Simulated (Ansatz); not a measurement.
A nudged elastic band was laid between two geometries of C$_{2}$H$_{8}$SSi$_{3}$ (14 atoms, charge 0, multiplicity 1).

Theory: RKS PBE0-D4/def2-SVP in Ansatz 0.2.0.

- movable images: 8
- climbing image: no
- spring: 5.0 eV/Å²
- optimiser: quadratic models (default)
- start path: IDPP
- force threshold: 0.03 eV/Å
- iteration limit: 50
- end points: relaxed

First end point:

```xyz
14
Properties=species:S:1:pos:R:3
Si -0.666 0.063 2.517
S 0.637 1.658 1.873
C 1.049 0.945 0.344
C 1.747 1.266 -0.748
Si 1.019 -0.404 -0.914
Si -0.950 -0.748 -2.121
H 0.089 -1.219 2.618
H -1.795 -0.101 1.555
H -1.182 0.470 3.856
H 2.337 2.113 -1.106
H 1.868 -1.619 -0.713
H -1.782 -1.806 -1.464
H -1.714 0.536 -2.144
H -0.669 -1.182 -3.526
```

Last end point:

```xyz
14
Properties=species:S:1:pos:R:3
Si -0.468 -0.781 2.442
S 0.470 1.153 2.261
C 0.880 1.000 0.580
C 1.413 1.754 -0.386
Si 1.004 0.087 -1.019
Si -0.960 -0.300 -2.222
H 0.514 -1.865 2.147
H -1.620 -0.887 1.499
H -0.942 -0.876 3.853
H 1.801 2.768 -0.493
H 2.083 -0.932 -1.205
H -1.962 0.734 -1.824
H -0.727 -0.225 -3.699
H -1.499 -1.660 -1.905
```

Q: Which bonds break or form, and what moves?

A: No bond is made or broken. The dihedral C4–Si5–Si6–H13 goes from -24 to 95°. The two ends are copies of one structure, up to a mirror image or an exchange of like atoms.

Q: Give the energies along the band, and the barrier.

A: It converged. The highest image is number 5 of 0 to 9, 0.6 kcal/mol above the ends, which have the same energy within 2 meV. No image climbed, so the highest image needn't sit at the top of the path.

```
image  path coordinate (Å)  energy (kcal/mol)  dihedral C4–Si5–Si6–H13 (°)
    0                 0.00                0.0                          -24
    1                 0.53                0.1                          -11
    2                 1.07                0.3                            2
    3                 1.60                0.5                           14
    4                 2.14                0.6                           28
    5                 2.67                0.6                           41
    6                 3.21                0.5                           54
    7                 3.74                0.3                           68
    8                 4.27                0.1                           81
    9                 4.81                0.0                           95
```

Q: What is the geometry of the highest image?

A: 
```xyz
14
Properties=species:S:1:pos:R:3
Si -0.455 -0.697 2.501
S 0.462 1.236 2.228
C 0.868 1.017 0.553
C 1.400 1.733 -0.442
Si 0.988 0.043 -1.008
Si -0.958 -0.369 -2.245
H 0.532 -1.783 2.236
H -1.621 -0.851 1.583
H -0.906 -0.739 3.922
H 1.786 2.742 -0.592
H 2.064 -0.984 -1.159
H -2.141 -0.414 -1.330
H -1.175 0.716 -3.252
H -0.856 -1.678 -2.965
```

The run took 2.2 min on 2 threads of AMD EPYC 9R14 (Zen 4) (shared host), peak memory 0.41 GiB.
